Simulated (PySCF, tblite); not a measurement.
Isomers of C5H11F2NSi, one GFN2-xTB conformer each. Single-point energies are computed at PBE0/pcSseg-1 (PySCF, gas phase, no added dispersion term), electronic only.

| SMILES | GFN2-xTB relative energy (kJ/mol) |
| --- | --- |
| C/C(=C\CN[SiH3])C(F)F | 140.5 |
| FC(F)/C=C/CCN[SiH3] | 147.1 |
| FC(F)/C=C/CNC[SiH3] | 258.3 |
| C=CN([SiH3])[C@@H](C)C(F)F | 112.1 |
| CN(C)[Si@@H](F)C/C=C\F | 0.0 |
| C[C@@H](N[SiH3])C1[C@H](F)[C@H]1F | 139.1 |

Conformers: `[CH3:1]/[C:2](=[CH:3]\[CH2:4][NH:5][SiH3:6])[CH:7]([F:8])[F:9]` with C2–C3–C4–N5 -136°, C3–C4–N5–Si6 -141°, C1–C2–C7–F8 -58°; `[F:1][CH:2]([F:3])/[CH:4]=[CH:5]/[CH2:6][CH2:7][NH:8][SiH3:9]` with F1–C2–C4–C5 128°, C4–C5–C6–C7 119°, C5–C6–C7–N8 -178°, C6–C7–N8–Si9 84°; `[F:1][CH:2]([F:3])/[CH:4]=[CH:5]/[CH2:6][NH:7][CH2:8][SiH3:9]` with F1–C2–C4–C5 -119°, C4–C5–C6–N7 -9°, C5–C6–N7–C8 175°, C6–N7–C8–Si9 61°; `[CH2:1]=[CH:2][N:3]([SiH3:4])[C@@H:5]([CH3:6])[CH:7]([F:8])[F:9]` with C1–C2–N3–Si4 4°, C2–N3–C5–C6 -59°, N3–C5–C7–F8 178°; `[CH3:1][N:2]([CH3:3])[Si@@H:4]([F:5])[CH2:6]/[CH:7]=[CH:8]\[F:9]` with C1–N2–Si4–F5 -164°, N2–Si4–C6–C7 -50°, Si4–C6–C7–C8 109°; `[CH3:1][C@@H:2]([NH:3][SiH3:4])[CH:5]1[C@H:6]([F:7])[C@H:8]1[F:9]` with C1–C2–N3–Si4 44°, C1–C2–C5–C6 88°.

What does PBE0/pcSseg-1 give for the same structures?

```csv
SMILES,PBE0/pcSseg-1 E (Eh),PBE0/pcSseg-1 (kJ/mol),GFN2-xTB (kJ/mol),point group
CN(C)[Si@@H](F)C/C=C\F,-740.46749,0.0,0.0,C1
C/C(=C\CN[SiH3])C(F)F,-740.40279,169.9,140.5,C1
C=CN([SiH3])[C@@H](C)C(F)F,-740.39926,179.1,112.1,C1
FC(F)/C=C/CCN[SiH3],-740.39745,183.9,147.1,C1
C[C@@H](N[SiH3])C1[C@H](F)[C@H]1F,-740.37702,237.5,139.1,C1
FC(F)/C=C/CNC[SiH3],-740.36839,260.2,258.3,C1
```

Both levels put the same isomer lowest; measured from each level's own lowest isomer, the values differ by up to 98.4 kJ/mol (C[C@@H](N[SiH3])C1[C@H](F)[C@H]1F: 139.1 against 237.5). As drawn, the lowest has an Si–F bond, which the highest lacks; the highest has an N–H bond and two fluorines on one carbon, which the lowest lacks. Neighbours under 10 kJ/mol apart (C/C(=C\CN[SiH3])C(F)F and C=CN([SiH3])[C@@H](C)C(F)F; C=CN([SiH3])[C@@H](C)C(F)F and FC(F)/C=C/CCN[SiH3]) can change places with a better method, another conformer or zero-point energy.

Which frontier levels, dipoles and rotational constants go with these structures?

```csv
SMILES,"HOMO (eV, PBE0/pcSseg-1)",LUMO (eV),dipole (D),"A, B, C (MHz)"
CN(C)[Si@@H](F)C/C=C\F,-6.57,0.35,0.87,"1823, 950.1, 730.5"
C/C(=C\CN[SiH3])C(F)F,-6.97,-0.31,1.94,"3678, 431.0, 422.3"
C=CN([SiH3])[C@@H](C)C(F)F,-6.22,0.55,1.64,"1850, 907.8, 837.3"
FC(F)/C=C/CCN[SiH3],-6.84,-0.26,2.71,"3432, 394.9, 374.8"
C[C@@H](N[SiH3])C1[C@H](F)[C@H]1F,-6.89,0.60,0.46,"2101, 748.9, 654.7"
FC(F)/C=C/CNC[SiH3],-6.53,-0.27,3.23,"4080, 385.0, 380.9"
```

What happens when harmonic zero-point energies from GFN2-xTB frequencies are added?

```tsv
SMILES	ZPE (kJ/mol)	electronic (kJ/mol)	with ZPE (kJ/mol)
CN(C)[Si@@H](F)C/C=C\F	405.1	0.0	0.0
C/C(=C\CN[SiH3])C(F)F	389.5	169.9	154.2
C=CN([SiH3])[C@@H](C)C(F)F	391.5	179.1	165.5
FC(F)/C=C/CCN[SiH3]	391.9	183.9	170.7
C[C@@H](N[SiH3])C1[C@H](F)[C@H]1F	394.0	237.5	226.4
FC(F)/C=C/CNC[SiH3]	390.1	260.2	245.2
```

The zero-point energies span 15.6 kJ/mol. The order is unchanged.
